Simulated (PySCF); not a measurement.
**Fractional electron number in Cd⁺ (cadmium, charge +1)**

The 5s alpha orbital of [Kr] 4d10 5s1 is emptied in steps (occupation f), with all orbitals relaxed, ending at [Kr] 4d10. Computed with PySCF 2.14 in aug-cc-pVTZ-PP with ECP28MDF, with scalar relativity through the core potential. The exact energy is a straight line in f; departures are measured from the line between the end points of the same method.

| f | TPSS (eV) |
| --- | --- |
| 1 | 0.000 |
| 0.9 | -0.336 |
| 0.7 | -0.787 |
| 0.5 | -0.942 |
| 0.3 | -0.797 |
| 0.1 | -0.345 |
| 0 | 0.000 |

For TPSS, how does the orbital energy at f = 1 compare with the removal energy?

−ε = 13.408 eV against a total-energy difference of 17.129 eV. By Janak's theorem ε = ∂E/∂f, so the gap between them reflects the curvature. Along the path −ε is 14.138 (f = 0.9), 15.610 (f = 0.7), 17.098 (f = 0.5), 18.616 (f = 0.3), 20.179 (f = 0.1) eV.

Reference removal energy between the ground levels: 16.908 eV (measured; NIST Atomic Spectra Database, ionization energies).
